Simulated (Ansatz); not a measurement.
Consider the substitution at a C–Se bond: `B[Se]C` + `[CH3][GaH][NH2]` → `C[NH][GaH][CH3]` + `B[SeH]`.

Calculated with Ansatz (gas phase, PBE0-D4/def2-TZVP geometries, no zero-point term in ΔE). CCSD(T)/CBS is the MP2 limit (def2-TZVPP, def2-QZVPP) plus CCSD(T) − MP2 in def2-TZVPP, frozen cores. DFT in def2-TZVPP. B3LYP here is the variant with VWN-RPA as its local correlation; programs differ in this. For Ga, Se outer-core shells are correlated without core-valence functions, which leaves a few kJ/mol of doubt a bond. Scalar relativity is left out up to krypton. Each species was taken in one conformer, which may not be the lowest.

`B[Se]C`:

Z-matrix (Å, degrees):
```
C
Se 1 1.951
H 1 1.088 2 108.8
H 1 1.088 2 108.8 3 -119.5
H 1 1.087 2 108.9 3 120.3
B 2 1.884 1 102.6 3 -120.5
H 6 1.192 2 116.3 1 180.0
H 6 1.193 2 120.5 1 0.0
```

`[CH3][GaH][NH2]`:

Z-matrix (Å, degrees):
```
C
Ga 1 1.962
H 1 1.093 2 110.5
H 1 1.093 2 110.4 3 118.4
H 1 1.091 2 111.7 3 -120.8
N 2 1.819 1 118.1 3 121.0
H 2 1.566 1 126.4 3 -59.0
H 6 1.006 2 124.0 1 -180.0
H 6 1.006 2 124.3 1 -0.0
```

`C[NH][GaH][CH3]`:

Cartesian coordinates in Å:
```
C 1.090 1.374 -0.565
N 0.382 1.068 0.654
Ga -0.669 -0.372 1.027
C -0.927 -1.741 -0.355
H 2.175 1.441 -0.415
H 0.761 2.319 -1.016
H 0.917 0.589 -1.304
H 0.511 1.767 1.368
H -1.283 -0.378 2.468
H -0.423 -1.487 -1.289
H -0.544 -2.704 -0.009
H -1.991 -1.873 -0.563
```

`B[SeH]`:

Z-matrix (Å, degrees):
```
B
Se 1 1.899
H 1 1.189 2 121.0
H 1 1.191 2 115.7 3 180.0
H 2 1.470 1 97.7 3 0.0
```

Question: Is it downhill or uphill in electronic energy at CCSD(T)/CBS, and by how much? (An estimate is asked.)

Answer: Computed: Uphill: ΔE = +42.5 kJ/mol.

Question: What do these levels give: BLYP-D4, B3LYP-D4, r2SCANh-D4, r2SCAN0-D4, r2SCAN, r2SCANh, CAM-B3LYP, MP2/def2-SVP, SCS-MP2/def2-TZVPP, CCSD/def2-TZVPP, MP2/def2-QZVPP, CCSD/CBS(def2)? (Estimate.)

Answer: Computed: BLYP-D4 38.4, B3LYP-D4 38.1, r2SCANh-D4 41.4, r2SCAN0-D4 41.0, r2SCAN 42.0, r2SCANh 41.8, CAM-B3LYP 37.0, MP2/def2-SVP 22.5, SCS-MP2/def2-TZVPP 42.4, CCSD/def2-TZVPP 39.3, MP2/def2-QZVPP 46.8, CCSD/CBS(def2) 41.3 kJ/mol.

Question: What do rigid-rotor, harmonic-oscillator terms from PBE0-D4/def2-TZVP frequencies (298.15 K, 1 bar) make of the CCSD(T)/CBS value? (Estimate.)

Answer: Ansatz gave: ΔZPE = -2.8 kJ/mol, ΔH = +39.1 kJ/mol, ΔS = -3 J/(mol·K), ΔG = +40.1 kJ/mol. Modes under 50 cm⁻¹ make the entropy rough.

Largest T1 diagnostic among the species: 0.013.

Leaving LDA and LC-ωPBE aside and taking each functional with its dispersion term where it has one, the values, not all of them listed here, spread over 5.6 kJ/mol, from CAM-B3LYP-D4 to PBE-QIDH. LDA lies −6.6 kJ/mol from PBE without D4. At CCSD(T), def2-SVP lies −25.8 kJ/mol from the extrapolated value and def2-TZVPP −2.0 kJ/mol.
